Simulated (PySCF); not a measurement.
A PySCF script (with the pyscf-properties extension) for the NMR shieldings of `CC#[N+][BH2-]SCCC#N`, C5H9BN2S, on a GFN2-xTB geometry:

```python
import basis_set_exchange as bse
import numpy as np
from pyscf import gto, dft
from pyscf.prop import nmr

atoms = """
C    -3.347779   -0.755168   -0.383937
C    -2.450209   -0.031288    0.455379
N    -1.720949    0.557947    1.122760
B    -0.664968    1.351107    1.780451
S     0.592520    1.632834    0.356502
C     1.469540    0.023137    0.376048
C     2.680387    0.087810   -0.554041
C     3.344764   -1.187223   -0.601214
N     3.848877   -2.213656   -0.622772
H    -3.959806   -0.053816   -0.951504
H    -2.781686   -1.378425   -1.077004
H    -3.995947   -1.388898    0.221911
H    -0.188984    0.701331    2.648568
H    -1.134403    2.388639    2.097132
H     1.782118   -0.185897    1.400017
H     0.776339   -0.755107    0.047220
H     2.360437    0.364988   -1.562579
H     3.380991    0.848002   -0.198402
"""
names = dict.fromkeys(["C", "N", "B", "S", "H"], "pcSseg-1")
basis = {el: gto.basis.parse(bse.get_basis(n, elements=[el], fmt="nwchem")) for el, n in names.items()}
mol = gto.M(atom=atoms, basis=basis, charge=0, verbose=0)
mf = dft.RKS(mol, xc="PBE0")
mf.grids.level = 2
mf.grids.alignment = dft.numint.BLKSIZE   # the property module wants whole blocks of grid points
mf.conv_tol = 1e-9
mf.kernel()

calc = nmr.RKS(mf)   # GIAO
C = mf.mo_coeff
Co = C[:, mf.mo_occ > 0]
resp = mf.gen_response(singlet=True, hermi=2)
def vind(x):   # induced exchange potential for any number of trial vectors
    d = np.einsum("pi,xij,qj->xpq", C, 2 * x.reshape(-1, C.shape[1], Co.shape[1]), Co, optimize=True)
    return np.einsum("xpq,pi,qj->xij", resp(d - d.transpose(0, 2, 1)), C, Co, optimize=True).ravel()
mo1, _ = nmr.rhf.solve_mo1(calc, with_cphf=vind)
sigma = calc.kernel(mo1)
for i, s in enumerate(sigma):   # ppm
    print("%2d %-2s %9.2f" % (i, mol.atom_pure_symbol(i), np.trace(s) / 3))
```

Problem. What does it print?

Solution. 
```
 0 C     184.78
 1 C      63.84
 2 N      35.68
 3 B     128.50
 4 S     523.38
 5 C     149.28
 6 C     167.99
 7 C      62.89
 8 N     -28.63
 9 H      29.17
10 H      29.09
11 H      29.25
12 H      29.24
13 H      29.08
14 H      29.04
15 H      28.91
16 H      29.49
17 H      29.26
```

These numbers come from an equivalent density-fitted implementation of the same equations, which agrees with the script to about 0.01 ppm for H and up to a few tenths of a ppm for heavy atoms, so last digits may differ.

Size and cost of the density-fitted run: 205 basis functions, 94 s wall time on 1 thread of an Arm Neoverse N1, shared host; peak memory 1 GiB.
